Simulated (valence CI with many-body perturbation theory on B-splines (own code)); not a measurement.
**E1 line list for Ta LXVIII**

Computed by relativistic CI+MBPT: four valence electrons over a frozen Dirac-Fock core [He], a basis of 11 s, 11 p, 9 d, 7 f, 5 g, 2 h, 1 i functions for each j, with the one-electron correlation potential Σ1 (screened to all orders), the two-electron term Σ2, the three-electron term Σ3, Breit, model QED; selected single and double excitations, second order for the rest (own B-spline code, finite nucleus).

No measured spectrum was set against this ion. As an estimate, large intervals hold to a few tenths of a per cent, small ones and those within an open d or f shell to about a per cent. Among the levels kept, up to 270 cm⁻¹ of a level comes from second order outside the variational space, and about a tenth of that is noise between levels of different J, which matters for small intervals.

Lines 51 to 100 of 249 in falling wavelength, among levels below 12412 eV, chosen from the strongest by gf and those to the six lowest levels. Wavelengths and rates use the calculated energies. Electric multipoles are in the length gauge, E1 and E2 with the static RPA response of the core. Weak lines are less certain than strong ones. Lines between different terms over intervals too small for the method are left out, as are lines whose strength nearly cancels. The highest levels of a list are the least certain.

Levels are named by their leading jj configuration (3d3/2^4 stands for four electrons in 3d with j = 3/2), which in mixed levels can hold well under half, so a name can repeat and another be missing. Letters in brackets count levels of one name in rising energy.

| λ vac (nm) | Upper | Lower | A (s⁻¹) | S (a.u.) with core polarisation | S without |
| --- | --- | --- | --- | --- | --- |
| 2.492 | (2s^2 2p1/2 3p3/2) J=2 | (2s^2 2p1/2 3s) J=1 | 1.30e+12 | 4.96e-02 | 4.96e-02 |
| 2.474 | (2s 2p1/2 2p3/2 3p3/2) J=1 [c] | (2s 2p1/2 2p3/2 3s) J=1 [c] | 5.84e+11 | 1.31e-02 | 1.31e-02 |
| 2.469 | (2s^2 2p1/2 3p3/2) J=1 | (2s^2 2p1/2 3s) J=0 | 9.21e+11 | 2.05e-02 | 2.05e-02 |
| 2.461 | (2s 2p1/2 2p3/2 3p3/2) J=2 [b] | (2s 2p1/2 2p3/2 3s) J=3 | 3.40e+11 | 1.25e-02 | 1.25e-02 |
| 2.459 | (2s 2p1/2^2 3p3/2) J=2 | (2s 2p1/2^2 3s) J=1 | 1.26e+12 | 4.62e-02 | 4.62e-02 |
| 2.450 | (2s 2p1/2 2p3/2 3p3/2) J=2 [d] | (2s 2p1/2 2p3/2 3s) J=1 [b] | 7.87e+11 | 2.86e-02 | 2.86e-02 |
| 2.442 | (2s^2 2p3/2 3p3/2) J=2 | (2s^2 2p3/2 3s) J=1 | 7.46e+11 | 2.68e-02 | 2.68e-02 |
| 2.439 | (2s 2p1/2 2p3/2 3p3/2) J=1 [c] | (2s 2p1/2 2p3/2 3s) J=0 | 6.96e+11 | 1.50e-02 | 1.50e-02 |
| 2.414 | (2s 2p1/2 2p3/2 3p3/2) J=1 [d] | (2s 2p1/2 2p3/2 3s) J=1 [b] | 8.61e+11 | 1.79e-02 | 1.79e-02 |
| 2.411 | (2s 2p1/2 2p3/2 3p3/2) J=2 [a] | (2s 2p1/2 2p3/2 3s) J=2 [a] | 6.11e+11 | 2.11e-02 | 2.11e-02 |
| 2.405 | (2s 2p1/2 2p3/2 3p3/2) J=3 [b] | (2s 2p1/2 2p3/2 3s) J=3 | 7.76e+11 | 3.73e-02 | 3.73e-02 |
| 2.400 | (2s^2 2p3/2 3p3/2) J=2 | (2s^2 2p3/2 3s) J=2 | 7.30e+11 | 2.49e-02 | 2.49e-02 |
| 1.158 | (2s^2 2p3/2^2) J=2 | (2s 2p1/2^2 2p3/2) J=2 | 2.14e+10 | 8.21e-05 | 8.22e-05 |
| 0.7787 | (2s 2p1/2 2p3/2^2) J=2 [a] | (2s^2 2p1/2 2p3/2) J=1 | 2.50e+12 | 2.91e-03 | 2.91e-03 |
| 0.7662 | (2s 2p1/2 2p3/2^2) J=3 | (2s^2 2p1/2 2p3/2) J=2 | 2.40e+12 | 3.73e-03 | 3.74e-03 |
| 0.7504 | (2s 2p3/2^3) J=2 | (2s^2 2p3/2^2) J=2 | 8.16e+12 | 8.51e-03 | 8.52e-03 |
| 0.7469 | (2p1/2^2 2p3/2^2) J=2 | (2s 2p1/2^2 2p3/2) J=1 | 7.41e+12 | 7.62e-03 | 7.63e-03 |
| 0.7457 | (2p1/2 2p3/2^3) J=1 | (2s 2p1/2 2p3/2^2) J=1 [a] | 1.12e+13 | 6.88e-03 | 6.89e-03 |
| 0.7440 | (2s 2p1/2 2p3/2 3p3/2) J=2 [c] | (2s^2 2p1/2 3p3/2) J=1 | 9.43e+12 | 9.58e-03 | 9.59e-03 |
| 0.7423 | (2s 2p1/2 2p3/2 3p3/2) J=3 [c] | (2s^2 2p1/2 3p3/2) J=2 | 9.59e+12 | 1.36e-02 | 1.36e-02 |
| 0.7422 | (2s 2p1/2 2p3/2 3d3/2) J=2 [c] | (2s^2 2p1/2 3d3/2) J=2 | 8.46e+12 | 8.54e-03 | 8.55e-03 |
| 0.7416 | (2p1/2 2p3/2^3) J=2 | (2s 2p1/2 2p3/2^2) J=2 [b] | 1.47e+13 | 1.48e-02 | 1.49e-02 |
| 0.7408 | (2p3/2^4) J=0 | (2s 2p3/2^3) J=1 | 3.30e+13 | 6.63e-03 | 6.64e-03 |
| 0.7389 | (2s 2p1/2 2p3/2 3p1/2) J=1 [b] | (2s^2 2p1/2 3p1/2) J=1 | 1.12e+13 | 6.69e-03 | 6.70e-03 |
| 0.7388 | (2s 2p1/2 2p3/2 3d3/2) J=2 [d] | (2s^2 2p1/2 3d3/2) J=1 | 8.96e+12 | 8.92e-03 | 8.93e-03 |
| 0.7388 | (2s 2p1/2 2p3/2 3s) J=1 [b] | (2s^2 2p1/2 3s) J=1 | 9.39e+12 | 5.61e-03 | 5.61e-03 |
| 0.7385 | (2s 2p1/2 2p3/2 3d3/2) J=3 [c] | (2s^2 2p1/2 3d3/2) J=2 | 8.98e+12 | 1.25e-02 | 1.25e-02 |
| 0.7385 | (2s 2p1/2 2p3/2 3d3/2) J=1 [c] | (2s^2 2p1/2 3d3/2) J=2 | 8.35e+12 | 4.98e-03 | 4.99e-03 |
| 0.7377 | (2s 2p1/2 2p3/2 3p1/2) J=2 [c] | (2s^2 2p1/2 3p1/2) J=1 | 1.00e+13 | 9.95e-03 | 9.96e-03 |
| 0.7375 | (2s 2p1/2 2p3/2 3p1/2) J=1 [c] | (2s^2 2p1/2 3p1/2) J=0 | 1.06e+13 | 6.31e-03 | 6.32e-03 |
| 0.7352 | (2s 2p1/2 2p3/2 3p3/2) J=1 [c] | (2s^2 2p1/2 3p3/2) J=1 | 6.77e+12 | 3.98e-03 | 3.99e-03 |
| 0.7350 | (2s 2p1/2 2p3/2 3p3/2) J=2 [d] | (2s^2 2p1/2 3p3/2) J=2 | 9.18e+12 | 9.00e-03 | 9.01e-03 |
| 0.7348 | (2s 2p1/2 2p3/2 3s) J=2 [c] | (2s^2 2p1/2 3s) J=1 | 9.70e+12 | 9.49e-03 | 9.51e-03 |
| 0.7346 | (2s 2p1/2 2p3/2 3s) J=1 [c] | (2s^2 2p1/2 3s) J=0 | 8.83e+12 | 5.19e-03 | 5.19e-03 |
| 0.7340 | (2p1/2^2 2p3/2 3p1/2) J=2 | (2s 2p1/2^2 3p1/2) J=1 | 7.55e+12 | 7.36e-03 | 7.37e-03 |
| 0.7317 | (2s 2p1/2 2p3/2 3p3/2) J=1 [d] | (2s^2 2p1/2 3p3/2) J=2 | 6.41e+12 | 3.72e-03 | 3.72e-03 |
| 0.7313 | (2p1/2^2 2p3/2 3s) J=2 | (2s 2p1/2^2 3s) J=1 | 7.44e+12 | 7.18e-03 | 7.19e-03 |
| 0.7302 | (2s 2p1/2 2p3/2^2) J=0 | (2s^2 2p1/2 2p3/2) J=1 | 8.66e+12 | 1.66e-03 | 1.67e-03 |
| 0.7284 | (2s 2p1/2 2p3/2^2) J=1 [a] | (2s^2 2p1/2 2p3/2) J=2 | 1.44e+12 | 8.21e-04 | 8.23e-04 |
| 0.7263 | (2s 2p1/2^2 2p3/2) J=1 | (2s^2 2p1/2^2) J=0 | 1.10e+13 | 6.23e-03 | 6.24e-03 |
| 0.7245 | (2s 2p1/2 2p3/2^2) J=2 [b] | (2s^2 2p1/2 2p3/2) J=2 | 1.55e+13 | 1.45e-02 | 1.45e-02 |
| 0.7227 | (2s 2p1/2 2p3/2^2) J=1 [b] | (2s^2 2p1/2 2p3/2) J=2 | 9.60e+12 | 5.37e-03 | 5.37e-03 |
| 0.7207 | (2s 2p1/2 2p3/2^2) J=1 [a] | (2s^2 2p1/2 2p3/2) J=1 | 1.55e+13 | 8.60e-03 | 8.61e-03 |
| 0.7189 | (2p1/2^2 2p3/2^2) J=0 | (2s 2p1/2^2 2p3/2) J=1 | 1.76e+13 | 3.22e-03 | 3.23e-03 |
| 0.7169 | (2s 2p1/2 2p3/2^2) J=2 [b] | (2s^2 2p1/2 2p3/2) J=1 | 1.16e+12 | 1.06e-03 | 1.06e-03 |
| 0.7151 | (2s 2p1/2 2p3/2^2) J=1 [b] | (2s^2 2p1/2 2p3/2) J=1 | 1.98e+11 | 1.07e-04 | 1.07e-04 |
| 0.7137 | (2s 2p3/2^3) J=1 | (2s^2 2p3/2^2) J=2 | 1.53e+13 | 8.26e-03 | 8.27e-03 |
| 0.7098 | (2p1/2^2 2p3/2^2) J=2 | (2s 2p1/2^2 2p3/2) J=2 | 8.35e+12 | 7.37e-03 | 7.38e-03 |
| 0.7025 | (2p1/2 2p3/2^3) J=2 | (2s 2p1/2 2p3/2^2) J=3 | 4.39e+12 | 3.76e-03 | 3.76e-03 |
| 0.1435 | (2s 2p1/2^2 3s) J=1 | (2s 2p1/2^2 2p3/2) J=1 | 3.18e+13 | 1.39e-04 | 1.39e-04 |
